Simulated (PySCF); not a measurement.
All numbers come from BP86 in PySCF with Ca def2-TZVP, H def2-TZVP; no relativity; density-fitted integrals.

```xyz
3
charge 0 multiplicity 1, angstrom
Ca   -0.0372   -0.0009    0.0000
H     0.7383    0.0173    1.8632
H     0.7383    0.0173   -1.8632
```

CaH₂ (singlet), along the line from Ca1 (at 0) through H2 (at 2.018 Å).

Task: Tabulate the fields along this line at -0.61, -0.40, -0.20, 0.10, 0.30, 0.50, 0.71, 0.91, 1.11, 1.31, 1.51, 1.72, 1.92, 2.22, 2.42, 2.62, 2.83, 3.03, 3.23 Å.

Result: 
```csv
distance (Å),electron density (e/Å³),electron localisation function,electrostatic potential (V)
-0.61,3.19,0.886,54.9
-0.40,6.18,0.358,148
-0.20,64,0.792,531
0.10,320,0.582,1590
0.30,11,0.121,264
0.50,4.43,0.764,88.7
0.71,1.81,0.801,36
0.91,0.653,0.401,16.9
1.11,0.356,0.194,8.59
1.31,0.385,0.694,5.09
1.51,0.585,0.991,6.43
1.72,1,1,19.5
1.92,1.87,1,111
2.22,1.19,1,40.7
2.42,0.537,1,9.11
2.62,0.255,1,1.27
2.83,0.125,1,-1.21
3.03,0.0645,1,-1.97
3.23,0.0337,0.999,-2.11
```

On a grid of 0.10 Å the density has a local minimum along the bond near 1.21 Å from Ca, at 0.34 e/Å³, where the ELF is 0.34.
